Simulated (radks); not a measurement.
Values are calculated unless marked as measured or tabulated.
Question: Ionisation of neutral dysprosium, [Xe] 4f10 6s2, to Dy+, [Xe] 4f10 6s1, under several functionals. Dirac Kohn-Sham, spin-unpolarised, spherical densities, point nucleus; open shells are shared between the two j in proportion to 2j + 1; a radial shooting solver on a logarithmic mesh with Libxc functionals. The NIST Atomic Spectra Database gives 5.939 eV (measured). Rank these functionals by the error of their Delta-SCF ionisation energy: PBEsol; exchange-only B88; revPBE; LDA (Slater exchange, VWN5 correlation); exchange-only PBE; BP86; B86b exchange with PBE correlation; HCTH/407; XLYP; LDA (Slater exchange, Perdew-Zunger correlation).

Answer: From best to worst: revPBE 6.154 eV (+0.215); HCTH/407 6.180 eV (+0.241); exchange-only PBE 5.685 eV (-0.254); XLYP 6.215 eV (+0.276); exchange-only B88 5.661 eV (-0.278); PBEsol 6.254 eV (+0.315); B86b exchange with PBE correlation 6.265 eV (+0.326); BP86 6.412 eV (+0.473); LDA (Slater exchange, VWN5 correlation) 6.448 eV (+0.509); LDA (Slater exchange, Perdew-Zunger correlation) 6.454 eV (+0.515). Spin polarisation and multiplet splitting are left out, so open shells lie too high by an amount that depends on their filling. Sharing an open shell by 2j + 1 raises it above the true ground level by a part of the spin-orbit splitting, which enters the differences from NIST.

Beside tabulated values, note that spin-unpolarised runs miss the spin-polarisation part of the exchange energy of open shells.
